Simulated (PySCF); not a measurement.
Isomers of C5H8Si. Computed with PySCF 2.14.0, PBE0-D3(BJ)/def2-SVP geometry optimisation, gas phase. Energies are electronic, without zero-point or thermal terms, for one conformer each. No frequencies were run at this level. Point groups hold within 0.08 Å.

Problem. Order them by energy at this level, lowest first, and give relative energies in kcal/mol.
A. `C#C[C@]1(C)C[SiH2]1`
B. `C=CC#CC[SiH3]`
C. `[CH2:1]=[C:2]=[C:3]=[CH:4][CH2:5][SiH3:6]` with C3–C4–C5–Si6 102°

Solution. B (0.0), C (7.1), A (11.3).

As drawn, the lowest has a C=C bond outside aromatic rings, which the highest lacks; the highest has a three-membered ring, which the lowest lacks.

```
             SMILES      E (Eh)  E rel (kcal/mol)  dipole (D)  point group      A, B, C (MHz)
      C=CC#CC[SiH3]  -484.16037               0.0        0.52           C1  8980, 1002, 950.8
     C=C=C=CC[SiH3]  -484.14905               7.1        0.64           C1  8738, 1033, 978.2
C#C[C@]1(C)C[SiH2]1  -484.14235              11.3        0.98           C1   4160, 2322, 1872
```
